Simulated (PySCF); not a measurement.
Computed IR spectrum (relative IR intensity) of a molecule C4H6OS. The structure is a stationary point at PBE-D3(BJ)/def2-SVP. One conformer was computed; it need not be the lowest. The numbers are results of PySCF 2.14.0 with PBE-D3(BJ)/def2-SVP, not measurements. Frequencies are harmonic and unscaled.

```csv
ν (cm⁻¹),relative intensity
85,2.3
137,2.6
202,4.2
837,2.4
907,6.6
1004,4.4
1016,7.7
1038,20
1156,4.7
1171,3.0
1190,2.4
1216,2.3
1359,4.4
1855,100
3022,5.2
3092,3.4
```

Q: Identify the compound among the candidates.
A. O=C1CC[C@@H]1S
B. CC1=COCS1
C. C1=CSCOC1
D. C[C@@H]1SCC1=O

A: A, O=C1CC[C@@H]1S
